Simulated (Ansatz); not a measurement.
Consider the formal exchange of groups at a B–Si bond: `O[SiH2]B([SiH3])[SiH3]` + CH₄ → `CB([SiH3])[SiH3]` + `O[SiH3]`.

Isolated molecules relaxed with PBE0-D4/def2-TZVP in Ansatz; ΔE leaves out vibrations. CCSD(T)/CBS adds triple-zeta CCSD(T) − MP2 to the extrapolated MP2 energy (def2 sets, frozen cores). This one scheme is used for every species. Functionals use def2-TZVPP. Each species was taken in one conformer, which may not be the lowest.

```csv
level,ΔE (kJ/mol)
revPBE-D4,8.2
PBE-QIDH,-1.5
PBE0,1.5
r2SCANh,2.2
LC-ωPBE,-2.1
CCSD(T)/def2-SVP,-3.9
MP2/def2-TZVPP,-5.3
SCS-MP2/def2-TZVPP,-6.9
```

**Question.** What does CCSD(T)/CBS give? (An estimate is asked.)

**Answer.** Computed: +0.1 kJ/mol. The listed levels differ from it by 8.1, -1.6, 1.4, 2.1, -2.2, -4.0, -5.4, -7.0 kJ/mol.

Largest T1 diagnostic among the species: 0.014.

In def2-TZVPP, CCSD(T) changes the Hartree–Fock value by +10.9 kJ/mol (the triples alone add +1.8 kJ/mol) and MP2 by +6.1 kJ/mol. The D4 term adds +5.8 kJ/mol with B3LYP and +3.4 kJ/mol with PBE0; it sums over pairs of atoms, weighted by their polarisabilities, and B3LYP, whose exchange is more repulsive, gets the larger term. From r2SCAN to r2SCAN0 (25 % exact exchange), in def2-TZVPP and without D4, ΔE moves by −3.3 kJ/mol.

CCSD(T)/CBS has its own doubt, a few kJ/mol and more with outer-core shells, so smaller differences from it don't rank the levels.

B3LYP here is the variant with VWN-RPA as its local correlation; programs differ in this.
